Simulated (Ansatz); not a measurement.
One change: `C[O][Sn]([CH3])([SH])[Cl]` becomes `C[O][Sn]([CH3])([F])[SH]`.

Ansatz, PBE0-D4/def2-TZVP geometries, multiplicity 1. Each molecule was computed in one conformer, which needn't be the lowest.

Elements past krypton have def2 core potentials.

```
                               property  `C[O][Sn]([CH3])([SH])[Cl]`
  HOMO energy (ωB97M-V/def2-TZVPP) / eV                        -9.96
  LUMO energy (ωB97M-V/def2-TZVPP) / eV                         0.71
    HOMO–LUMO gap (PBE/def2-TZVPP) / eV                         4.21
HOMO–LUMO gap (ωB97M-V/def2-TZVPP) / eV                        10.68
     LUMO energy (PBE0/def2-TZVPP) / eV                        -1.22
      LUMO energy (PBE/def2-TZVPP) / eV                        -2.15
```

What does the change do to each property? (Best estimate.)

Ansatz gave: 
```tsv
property	`C[O][Sn]([CH3])([F])[SH]`	shift
HOMO energy (ωB97M-V/def2-TZVPP) / eV	-9.99	-0.03
LUMO energy (ωB97M-V/def2-TZVPP) / eV	0.82	0.11
HOMO–LUMO gap (PBE/def2-TZVPP) / eV	4.33	0.12
HOMO–LUMO gap (ωB97M-V/def2-TZVPP) / eV	10.81	0.13
LUMO energy (PBE0/def2-TZVPP) / eV	-1.10	0.12
LUMO energy (PBE/def2-TZVPP) / eV	-2.05	0.10
```
